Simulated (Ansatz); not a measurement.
Gas-phase electronic energies from Ansatz, PBE0-D4/def2-TZVP geometries. CBS: MP2 limit from def2 TZ/QZ plus the TZ coupled-cluster correction, frozen cores. DFT in def2-TZVPP. B3LYP here is the variant with VWN-RPA as its local correlation; programs differ in this. HSE06 is defined as in plane-wave codes. Elements past krypton have def2 core potentials. For Hf, Sn outer-core shells are correlated without core-valence functions, which leaves a few kJ/mol of doubt a bond. One conformer a species, not always the lowest.

Reaction (redistribution): `C#[C][Hf]([F])([Cl])[Cl]` + `CC(C)[NH][Sn]([Cl])([Cl])[Cl]` → `CC(C)[NH][Hf]([F])([Cl])[Cl]` + `C#[C][Sn]([Cl])([Cl])[Cl]`

| level | ΔE (kJ/mol) | difference from CCSD(T)/CBS |
| --- | --- | --- |
| LDA (SPW92) | -47.3 | -1.0 |
| BLYP-D4 | -37.1 | 9.2 |
| r2SCAN-D4 | -41.5 | 4.8 |
| B3LYP-D4 | -42.9 | 3.4 |
| r2SCANh-D4 | -43.7 | 2.6 |
| ωB97X-V | -49.3 | -3.0 |
| ωB97M-V | -48.0 | -1.7 |
| revPBE | -40.5 | 5.8 |
| HSE06 | -47.1 | -0.8 |
| CAM-B3LYP | -50.7 | -4.4 |
| LC-ωPBE | -55.7 | -9.4 |
| MP2/def2-SVP | -62.8 | -16.5 |
| CCSD/def2-SVP | -63.1 | -16.8 |
| MP2/def2-TZVPP | -50.9 | -4.6 |
| CCSD/def2-TZVPP | -52.4 | -6.1 |
| MP2/def2-QZVPP | -48.5 | -2.2 |
| CCSD(T)/CBS | -46.3 | 0 |

Largest T1 diagnostic among the species: 0.015.

At CCSD(T), def2-SVP lies −15.0 kJ/mol from the extrapolated value and def2-TZVPP −3.9 kJ/mol. From r2SCAN to r2SCAN0 (25 % exact exchange), in def2-TZVPP and without D4, ΔE moves by −5.2 kJ/mol.
